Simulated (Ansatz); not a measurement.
One change: `BCC(C)=O` becomes `BC(C)=O`.

Ansatz, PBE0-D4/def2-TZVP geometries, multiplicity 1. Each molecule was computed in one conformer, which needn't be the lowest. `BC(C)=O` holds a close contact that its SMILES doesn't draw: O···B 1.75 Å.

```
                                        property  `BCC(C)=O`
size of the dipole moment (B3LYP/def2-TZVPP) / D        2.91
               HOMO energy (PBE/def2-TZVPP) / eV       -5.65
              HOMO energy (PBE0/def2-TZVPP) / eV       -7.21
         HOMO–LUMO gap (ωB97M-V/def2-TZVPP) / eV        9.86
  size of the dipole moment (PBE/def2-TZVPP) / D        2.74
           LUMO energy (ωB97M-V/def2-TZVPP) / eV        0.26
```

What does the change do to each property? (Best estimate.)

Computed: 
| property | `BC(C)=O` | shift |
| --- | --- | --- |
| size of the dipole moment (B3LYP/def2-TZVPP) / D | 3.19 | 0.28 |
| HOMO energy (PBE/def2-TZVPP) / eV | -6.63 | -0.98 |
| HOMO energy (PBE0/def2-TZVPP) / eV | -8.00 | -0.79 |
| HOMO–LUMO gap (ωB97M-V/def2-TZVPP) / eV | 11.36 | 1.50 |
| size of the dipole moment (PBE/def2-TZVPP) / D | 3.17 | 0.43 |
| LUMO energy (ωB97M-V/def2-TZVPP) / eV | 1.01 | 0.75 |

With PBE0 the HOMO falls by 0.79 eV and the LUMO rises by 0.34 eV, so the gap widens by about 1.13 eV. PBE moves the HOMO by -0.98 eV and ωB97M-V by -0.74 eV. The zero-point energy changes by -70.8 kJ/mol with -9 modes. Dipoles are sizes alone; their direction can turn.

B3LYP here is the variant with VWN-RPA as its local correlation; programs differ in this.
